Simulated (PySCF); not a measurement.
Isomers of C6H13P. Method: TDDFT wB97X-D/def2-SVPD, vertical, gas phase, core orbitals frozen in the response in PySCF 2.14.0, density-fitted response routines. Geometries: GFN2-xTB; one conformer of each isolated species. Triplets are in the Tamm–Dancoff approximation.

Question: Rank by computed LUMO energy, highest first.
A. `C=P(C)(C)C1CC1`
B. `C=C(C)PCCC`
C. `CCP1CCCC1`
D. `C=C(C)PC(C)C`

Answer: C (2.38 eV), A (2.14 eV), B (1.91 eV), D (1.77 eV).

| SMILES | LUMO (eV) | α (au) | HOMO (eV) | f (S1) | T1 (eV) | first f ≥ 0.01 (nm) | S1 mainly |
| --- | --- | --- | --- | --- | --- | --- | --- |
| CCP1CCCC1 | 2.38 | 94.4 | -8.18 | 0.069 | 5.39 | 195 | H→L+1 (67%) |
| C=P(C)(C)C1CC1 | 2.14 | 98.3 | -7.06 | 0.128 | 4.69 | 235 | H→L (68%) |
| C=C(C)PCCC | 1.91 | 100.5 | -8.36 | 0.207 | 4.30 | 203 | H→L (91%) |
| C=C(C)PC(C)C | 1.77 | 99.5 | -8.33 | 0.195 | 4.25 | 211 | H→L (92%) |

H and L stand for HOMO and LUMO.
